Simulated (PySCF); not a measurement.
**How methods differ on the excitation energy of Fe**

Fe [Ar] 3d6 4s2 (5D) → Fe [Ar] 3d6 4s1 4p1 (high-spin determinant), as a difference of total energies. Calculation: PySCF 2.14, in x2c-TZVPPall with one added diffuse shell each of s, p, d, f type (7s6p5d3f1g, 80 functions); scalar relativity by spin-free X2C-1e. Correlated levels: valence: [Ar] frozen. The calculations carry no spin-orbit coupling.

| method | excitation energy (eV) |
| --- | --- |
| UHF | 1.301 |
| MP2 (valence) | 2.182 |
| SCS-MP2 (valence) | 2.465 |
| CCSD (valence) | 2.311 |
| CCSD(T) (valence) | 2.377 |

Q: How much does correlation contribute at CCSD(T) (valence)?

A: 2.377 − (1.301) = 1.076 eV, measured against UHF.

The determinant of the upper state mixes LS terms, which raises its energy above the lowest term, most at the Hartree-Fock and MP2 levels.
